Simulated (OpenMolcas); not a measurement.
B3N3H6 (borazine): the energy, rung by rung

B3N3H6 has 12 atoms, charge 0, and is taken as a singlet. As SMILES, `B1NBNBN1`. The shape is that of a PBE0-D4/def2-TZVP optimisation. This is one conformer, not always the lowest.

```xyz
12

B    -0.7256   -1.2232    0.2537
N     0.5242   -0.9566    0.8833
B     1.2651    0.2386    0.6555
N     0.7050    1.1885   -0.2464
B    -0.5395    0.9846   -0.9091
N    -1.2292   -0.2318   -0.6368
H    -1.3269   -2.2370    0.4638
H     0.8999   -1.6422    1.5164
H     2.3136    0.4363    1.1987
H     1.2102    2.0402   -0.4231
H    -0.9866    1.8006   -1.6626
H    -2.1101   -0.3980   -1.0933
```

Each level gives the energy change with the B1–H7 bond stretched from 1.197 to 1.796 Å (eV). The values are calculated.

```json
{"level": "HF/def2-SVP (restricted)", "kind": "Hartree–Fock", "program": "OpenMolcas", "value (eV)": "1.94"}
{"level": "SVWN5/def2-SVP (restricted)", "kind": "LDA", "program": "OpenMolcas", "value (eV)": "1.62"}
{"level": "PBE/def2-SVP (restricted)", "kind": "GGA", "program": "OpenMolcas", "value (eV)": "1.62"}
{"level": "M06-L/def2-SVP (restricted)", "kind": "meta-GGA", "program": "OpenMolcas", "value (eV)": "1.79"}
{"level": "TPSS/def2-SVP (restricted)", "kind": "meta-GGA", "program": "OpenMolcas", "value (eV)": "1.73"}
{"level": "MP2/def2-SVP (restricted)", "kind": "perturbation theory", "program": "OpenMolcas", "value (eV)": "1.86"}
```

The first shape isn't each level's own minimum. The values span 1.62 to 1.94 eV.
